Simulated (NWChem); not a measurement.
C2H3F3Si; SMILES F/C=C(/F)[SiH2]F

```xyz
9

F     -1.3441    -1.8224     0.1017
C     -0.0302    -1.6843     0.1996
C      0.5669    -0.5100    -0.0309
F      1.9048    -0.4663     0.1048
Si    -0.2765     1.0872    -0.5379
F     -0.4295     2.0636     0.7521
H      0.5035    -2.5977     0.4816
H     -1.6304     0.7928    -1.0665
H      0.5961     1.7755    -1.5231
```
Atoms are numbered in this order, from 1.

All runs: NWChem. The geometry was optimised at PBE0/def2-SVP. Ions are spin-unrestricted doublets at the neutral geometry; other ion states weren't tried.

Task: Order these by “vertical ionisation energy, ΔSCF (eV)”, lowest first: r2SCAN/def2-SVP; M06-2X/def2-SVP; PBE/def2-SVP; Hartree-Fock/def2-SVP.

Result: Hartree-Fock/def2-SVP (9.51), PBE/def2-SVP (9.90), r2SCAN/def2-SVP (10.07), M06-2X/def2-SVP (10.38)
